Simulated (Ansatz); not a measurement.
# Nudged elastic band run: AsBFH5Si

Input file:

```yaml
crystal:
  periodic: [false, false, false]
  atoms:
    - { symbol: B, position_ang: [-0.733299, 1.065235, 0.745485] }
    - { symbol: Si, position_ang: [0.817315, 0.44254, -0.324139] }
    - { symbol: F, position_ang: [2.235279, 0.591116, 0.455105] }
    - { symbol: As, position_ang: [0.421427, -1.889123, -0.622598] }
    - { symbol: H, position_ang: [-1.779026, 1.276103, 0.200239] }
    - { symbol: H, position_ang: [-0.690791, 1.105647, 1.941015] }
    - { symbol: H, position_ang: [0.995609, 1.042042, -1.663864] }
    - { symbol: H, position_ang: [-0.837529, -1.63075, -1.42873] }
    - { symbol: H, position_ang: [-0.340485, -2.049011, 0.680387] }
basis:
  gaussian: { orbitals: def2-SVP }
hamiltonian:
  xc: { name: BHLYP }
neb:
  order_check: false
  images: 5
  f_tol: 0.05
  max_iterations: 60
  final_atoms:
    - { symbol: B, position_ang: [-0.69916022, 0.76083429, 0.30715883] }
    - { symbol: Si, position_ang: [1.53334612, 0.46997238, -0.99224611] }
    - { symbol: F, position_ang: [2.40444605, 0.26707929, 0.37812873] }
    - { symbol: As, position_ang: [-0.18553229, -1.13281682, -0.27805096] }
    - { symbol: H, position_ang: [-1.63568789, 1.18231524, -0.3143851] }
    - { symbol: H, position_ang: [-0.62131277, 0.91027441, 1.49343815] }
    - { symbol: H, position_ang: [0.31224778, 1.43161093, -0.19440005] }
    - { symbol: H, position_ang: [-1.10494867, -1.82141931, -1.22175557] }
    - { symbol: H, position_ang: [0.08510191, -2.11405141, 0.80501207] }
  initial_path:
    images:
      - { positions_ang: [[-0.733299, 1.065235, 0.745485], [0.817315, 0.44254, -0.324139], [2.235279, 0.591116, 0.455105], [0.421427, -1.889123, -0.622598], [-1.779026, 1.276103, 0.200239], [-0.690791, 1.105647, 1.941015], [0.995609, 1.042042, -1.663864], [-0.837529, -1.63075, -1.42873], [-0.340485, -2.049011, 0.680387]] }
      - { positions_ang: [[-0.67988719, 1.05700636, 0.6436872], [0.83348021, 0.37057367, -0.37551886], [2.23871391, 0.5482305, 0.43862385], [0.4540796, -1.93839137, -0.64189783], [-1.59437546, 1.49417767, 0.08689289], [-0.76765211, 0.99155714, 1.79745107], [0.71594735, 1.18275251, -1.35562615], [-0.88258296, -1.67693412, -1.34918877], [-0.22922337, -2.07517334, 0.73847659]] }
      - { positions_ang: [[-0.62647538, 1.04877771, 0.5418894], [0.84964543, 0.29860734, -0.42689871], [2.24214882, 0.505345, 0.4221427], [0.4867322, -1.98765974, -0.66119766], [-1.40972492, 1.71225233, -0.02645322], [-0.84451322, 0.87746727, 1.65388714], [0.43628571, 1.32346301, -1.0473883], [-0.92763692, -1.72311824, -1.26964753], [-0.11796173, -2.10133569, 0.79656617]] }
      - { positions_ang: [[-0.57306356, 1.04054907, 0.4400916], [0.86581064, 0.22664101, -0.47827857], [2.24558373, 0.4624595, 0.40566156], [0.5193848, -2.0369281, -0.68049748], [-1.22507438, 1.930327, -0.13979932], [-0.92137432, 0.76337741, 1.51032321], [0.15662406, 1.46417352, -0.73915045], [-0.97269087, -1.76930237, -1.1901063], [-0.0067001, -2.12749803, 0.85465576]] }
      - { positions_ang: [[-0.61509578, 0.94731081, 0.39578068], [1.08832246, 0.30775147, -0.64960108], [2.29853784, 0.39733276, 0.39648395], [0.28441244, -1.73555768, -0.54634864], [-1.36194555, 1.68098974, -0.19799458], [-0.82135381, 0.81234308, 1.50469486], [0.20849863, 1.45331932, -0.55756699], [-1.01677681, -1.78667468, -1.20065606], [0.02390057, -2.12301583, 0.83810786]] }
      - { positions_ang: [[-0.657128, 0.85407255, 0.35146975], [1.31083429, 0.38886192, -0.8209236], [2.35149194, 0.33220602, 0.38730634], [0.04944007, -1.43418725, -0.4121998], [-1.49881672, 1.43165249, -0.25618984], [-0.72133329, 0.86130875, 1.49906651], [0.26037321, 1.44246513, -0.37598352], [-1.06086274, -1.80404699, -1.21120581], [0.05450124, -2.11853362, 0.82155996]] }
      - { positions_ang: [[-0.69916022, 0.76083429, 0.30715883], [1.53334612, 0.46997238, -0.99224611], [2.40444605, 0.26707929, 0.37812873], [-0.18553229, -1.13281682, -0.27805096], [-1.63568789, 1.18231524, -0.3143851], [-0.62131277, 0.91027441, 1.49343815], [0.31224778, 1.43161093, -0.19440005], [-1.10494867, -1.82141931, -1.22175557], [0.08510191, -2.11405141, 0.80501207]] }
```

Command:

```bash
$ ansatz run input.yaml --threads 2 --pin off --max-ram 3072MiB --backend cpu --events-out ev --progress --plain --runs-dir out
```

Output, in part (warnings, iteration lines, the closing report on the highest movable image, with atoms numbered from 0):

```
NEB end point (image 0): max|allowed force component| = 1.758e-2 eV/Å (the criterion of neb.relax_end_points is 1.000e-2)
NEB end point (image 6): max|allowed force component| = 7.840e-3 eV/Å (the criterion of neb.relax_end_points is 1.000e-2)
NEB iter   1: max|band force component| = 5.391e0 eV/Å  barrier→ = 4.0266 eV  barrier← = 3.2792 eV  Δτ_max = 0.2000 Å  (196 SCF iters)
NEB iter   2: max|band force component| = 1.977e0 eV/Å  barrier→ = 3.0196 eV  barrier← = 2.2722 eV  Δτ_max = 0.1987 Å  (169 SCF iters)
NEB iter   3: max|band force component| = 1.386e0 eV/Å  barrier→ = 2.4141 eV  barrier← = 1.6667 eV  Δτ_max = 0.1994 Å  (159 SCF iters)
NEB iter   4: max|band force component| = 1.470e0 eV/Å  barrier→ = 2.5106 eV  barrier← = 1.7632 eV  Δτ_max = 0.1989 Å  (166 SCF iters)
NEB iter   5: max|band force component| = 1.059e0 eV/Å  barrier→ = 2.7046 eV  barrier← = 1.9572 eV  Δτ_max = 0.1994 Å  (154 SCF iters)
NEB iter   6: max|band force component| = 5.419e-1 eV/Å  barrier→ = 2.5382 eV  barrier← = 1.7908 eV  Δτ_max = 0.2000 Å  (157 SCF iters)
NEB iter   7: max|band force component| = 9.081e-1 eV/Å  barrier→ = 2.1906 eV  barrier← = 1.4432 eV  Δτ_max = 0.1005 Å  (161 SCF iters)
NEB iter   8: max|band force component| = 1.078e0 eV/Å  barrier→ = 2.0674 eV  barrier← = 1.3200 eV  CI = image 3  Δτ_max = 0.2000 Å  (164 SCF iters)
NEB iter   9: max|band force component| = 8.682e-1 eV/Å  barrier→ = 2.4596 eV  barrier← = 1.7122 eV  CI = image 3  Δτ_max = 0.2000 Å  (155 SCF iters)
NEB iter  10: max|band force component| = 9.265e-1 eV/Å  barrier→ = 2.4557 eV  barrier← = 1.7083 eV  CI = image 3  Δτ_max = 0.1965 Å  (156 SCF iters)
NEB iter  11: max|band force component| = 6.034e-1 eV/Å  barrier→ = 2.3930 eV  barrier← = 1.6456 eV  CI = image 3  Δτ_max = 0.2000 Å  (154 SCF iters)
NEB iter  12: max|band force component| = 3.454e-1 eV/Å  barrier→ = 2.3262 eV  barrier← = 1.5788 eV  CI = image 3  Δτ_max = 0.1988 Å  (158 SCF iters)
NEB iter  13: max|band force component| = 4.311e-1 eV/Å  barrier→ = 2.2488 eV  barrier← = 1.5014 eV  CI = image 3  Δτ_max = 0.1005 Å  (156 SCF iters)
NEB iter  14: max|band force component| = 4.406e-1 eV/Å  barrier→ = 2.2004 eV  barrier← = 1.4530 eV  CI = image 3  Δτ_max = 0.0504 Å  (157 SCF iters)
NEB iter  15: max|band force component| = 3.901e-1 eV/Å  barrier→ = 2.1670 eV  barrier← = 1.4197 eV  CI = image 3  Δτ_max = 0.0503 Å  (156 SCF iters)
NEB iter  16: max|band force component| = 4.401e-1 eV/Å  barrier→ = 2.1325 eV  barrier← = 1.3851 eV  CI = image 3  Δτ_max = 0.1003 Å  (154 SCF iters)
NEB iter  17: max|band force component| = 5.515e-1 eV/Å  barrier→ = 2.0475 eV  barrier← = 1.3001 eV  CI = image 3  Δτ_max = 0.2000 Å  (160 SCF iters)
NEB iter  18: max|band force component| = 1.167e0 eV/Å  barrier→ = 1.9111 eV  barrier← = 1.1637 eV  CI = image 3  Δτ_max = 0.0986 Å  (162 SCF iters)
NEB iter  19: max|band force component| = 7.593e-1 eV/Å  barrier→ = 1.7979 eV  barrier← = 1.0505 eV  CI = image 3  Δτ_max = 0.1008 Å  (154 SCF iters)
NEB iter  20: max|band force component| = 6.553e-1 eV/Å  barrier→ = 1.6505 eV  barrier← = 0.9031 eV  CI = image 3  Δτ_max = 0.1002 Å  (152 SCF iters)
NEB iter  21: max|band force component| = 5.316e-1 eV/Å  barrier→ = 1.5678 eV  barrier← = 0.8204 eV  CI = image 3  Δτ_max = 0.1003 Å  (151 SCF iters)
NEB iter  22: max|band force component| = 5.594e-1 eV/Å  barrier→ = 1.6212 eV  barrier← = 0.8738 eV  CI = image 3  Δτ_max = 0.1002 Å  (160 SCF iters)
NEB iter  23: max|band force component| = 4.092e-1 eV/Å  barrier→ = 1.6555 eV  barrier← = 0.9081 eV  CI = image 3  Δτ_max = 0.0498 Å  (161 SCF iters)
NEB iter  24: max|band force component| = 1.957e-1 eV/Å  barrier→ = 1.6460 eV  barrier← = 0.8986 eV  CI = image 3  Δτ_max = 0.0181 Å  (152 SCF iters)
NEB iter  25: max|band force component| = 1.271e-1 eV/Å  barrier→ = 1.6435 eV  barrier← = 0.8961 eV  CI = image 3  Δτ_max = 0.0236 Å  (140 SCF iters)
NEB iter  26: max|band force component| = 4.181e-2 eV/Å  barrier→ = 1.6426 eV  barrier← = 0.8952 eV  CI = image 3  Δτ_max = 0.0000 Å  (265 SCF iters)
Total energy: -72177.94813431 eV, -2652.4906699656 hartree
Atom 0 at    -0.693176     0.211067     0.531537 Å, force     0.011393    -0.006945     0.008208 eV/Å
Atom 1 at     1.390176     0.410775    -0.828219 Å, force    -0.006490     0.044028     0.056240 eV/Å
Atom 2 at     2.442688     0.699159     0.381457 Å, force    -0.021475    -0.013366    -0.037040 eV/Å
Atom 3 at     0.233050    -1.552747    -0.241857 Å, force    -0.012333    -0.002579     0.004991 eV/Å
Atom 4 at    -1.609675     0.699370    -0.054551 Å, force    -0.007260    -0.012969    -0.001461 eV/Å
Atom 5 at    -0.260487     0.599907     1.573217 Å, force    -0.002299    -0.003110     0.002461 eV/Å
Atom 6 at     0.341844     1.485539    -0.702283 Å, force     0.025449    -0.025526    -0.014914 eV/Å
Atom 7 at    -0.657419    -1.542957    -1.462785 Å, force    -0.002594    -0.001154     0.002489 eV/Å
Atom 8 at    -1.098500    -1.056314     0.786384 Å, force     0.015609     0.021621    -0.020974 eV/Å
Dipole moment:    -0.237429    -0.297057    -0.284515 e Å
```

It converged. A vibrational analysis at the climbing image gives one clearly imaginary mode, 581i cm⁻¹: a first-order saddle point.

Final band (atoms are numbered from 1 in the order of the input):

```tsv
image	path coordinate (Å)	energy (kJ/mol)	B1–As4 (Å)	B1–H7 (Å)
0	0.00	0.0	3.45	2.97
1	1.05	5.5	2.97	3.00
2	2.09	73.1	2.37	2.74
3	3.14	158.5	2.14	2.05
4	3.98	95.8	2.26	1.30
5	4.82	85.0	2.08	1.30
6	5.65	72.1	2.05	1.31
```

The run took 4.7 min on 2 threads of Intel(R) Xeon(R) Platinum 8488C (Sapphire Rapids), with other jobs on the host, peak memory 0.25 GiB.
